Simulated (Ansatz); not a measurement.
ClFGeH3NO (`[NH2][Ge]([OH])([F])[Cl]`) at its PBE0-D4/def2-TZVP geometry, where that method's forces vanish. Total charge 0; spin multiplicity 1.

```xyz
8

N    -0.0268    0.5376   -1.3595
Ge   -0.2317   -0.0640    0.3154
O     1.1182    0.5034    1.2645
F    -1.7184    0.5812    0.8931
Cl   -0.4300   -2.1766    0.6182
H     0.8353    0.2685   -1.8109
H    -0.8126    0.3771   -1.9727
H     1.2659   -0.0273    2.0519
```

Question: What forces (eV/Å) does PBE-D4/def2-TZVPP give on these atoms in Ansatz? (Estimate.)

Answer: The calculation gave: 
```
N1   0.055  0.390 -0.099
Ge2  0.084 -0.328 -0.167
O3   0.483  0.529 -0.039
F4  -0.655  0.300  0.235
Cl5 -0.045 -0.448  0.064
H6   0.280 -0.106 -0.156
H7  -0.257 -0.069 -0.201
H8   0.054 -0.268  0.363
```
